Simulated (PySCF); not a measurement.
PySCF 2.14 output of an unrestricted PW91 calculation on a single atom or ion in aug-cc-pVDZ-DK, with the spin-free X2C one-electron Hamiltonian (Gaussian nucleus):

```
SCF conv_tol = 1e-09
number electrons alpha = 19  beta = 15
    J. P. Perdew. In P. Ziesche and H. Eschrig, editors, Proceedings of the 75. WE-Heraeus-Seminar and 21st Annual International Symposium on Electronic Structure of Solids, 11. Berlin, 1991. Akademie Verlag.
    J. P. Perdew, J. A. Chevary, S. H. Vosko, K. A. Jackson, M. R. Pederson, D. J. Singh, and C. Fiolhais.,  Phys. Rev. B 46, 6671 (1992)
    J. P. Perdew, J. A. Chevary, S. H. Vosko, K. A. Jackson, M. R. Pederson, D. J. Singh, and C. Fiolhais.,  Phys. Rev. B 48, 4978 (1993)
    J. P. Perdew. In P. Ziesche and H. Eschrig, editors, Proceedings of the 75. WE-Heraeus-Seminar and 21st Annual International Symposium on Electronic Structure of Solids, 11. Berlin, 1991. Akademie Verlag.
    J. P. Perdew, J. A. Chevary, S. H. Vosko, K. A. Jackson, M. R. Pederson, D. J. Singh, and C. Fiolhais.,  Phys. Rev. B 46, 6671 (1992)
    J. P. Perdew, J. A. Chevary, S. H. Vosko, K. A. Jackson, M. R. Pederson, D. J. Singh, and C. Fiolhais.,  Phys. Rev. B 48, 4978 (1993)
cycle= 1 E= -2429.25963540904  delta_E= -0.00999  |g|= 0.047  |ddm|= 0.779
cycle= 2 E= -2429.26007472165  delta_E= -0.000439  |g|= 0.0164  |ddm|= 0.0664
cycle= 3 E= -2429.26013234916  delta_E= -5.76e-05  |g|= 0.00166  |ddm|= 0.0284
cycle= 4 E= -2429.26013413472  delta_E= -1.79e-06  |g|= 0.000107  |ddm|= 0.0131
cycle= 5 E= -2429.26013414415  delta_E= -9.43e-09  |g|= 9.99e-07  |ddm|= 0.000776
cycle= 6 E= -2429.26013414415  delta_E= -3.64e-12  |g|= 4.31e-08  |ddm|= 1.25e-05
converged SCF energy = -2429.26013414415  <S^2> = 6.0014718  2S+1 = 5.0005887
```

The run itself started from symmetry-adapted Hartree-Fock orbitals and held the occupation by maximum overlap, on a logarithmic radial grid, so the iterations belong to that start.

Task: Which element, charge and spin multiplicity is this?

Result: Se (selenium, neutral), multiplicity 5; the state was [Ar] 3d10 4s1 4p4 5s1, high-spin 5P determinant (an excited configuration).

The outer electron is Rydberg-like, and this basis confines it to a smaller radius and binds it less than a complete one would.
